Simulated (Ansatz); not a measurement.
Two isomers of C2H6OSSi: A = `SC1OC[SiH2]1`, B = `C[SiH](S)C=O`.

Calculated with Ansatz (gas phase, PBE0-D4/def2-TZVP geometries, no zero-point term in ΔE). CCSD(T)/CBS is the MP2 limit (def2-TZVPP, def2-QZVPP) plus CCSD(T) − MP2 in def2-TZVPP, frozen cores. Functionals use def2-TZVPP. B3LYP here is the variant with VWN-RPA as its local correlation; programs differ in this. One conformer a species, not always the lowest.

Which isomer does CCSD(T)/CBS put lower? Give the gap. (Estimate.)

Computed: B, by 45.5 kcal/mol.

Give E(B) − E(A) in kcal/mol with B3LYP-D4, B2PLYP, CCSD/def2-TZVPP, CCSD(T)/def2-TZVPP, ωB97M-V, HF/def2-TZVPP, PBE0-D4. (An estimate is asked.)

Ansatz gave: B3LYP-D4 -47.1, B2PLYP -47.4, CCSD/def2-TZVPP -46.4, CCSD(T)/def2-TZVPP -45.9, ωB97M-V -45.1, HF/def2-TZVPP -51.9, PBE0-D4 -43.6. None reverses the order clearly.

Largest T1 diagnostic: 0.014.

In def2-TZVPP, CCSD(T) changes the Hartree–Fock value by +6.0 kcal/mol (the triples alone add +0.5 kcal/mol) and MP2 by +6.1 kcal/mol.
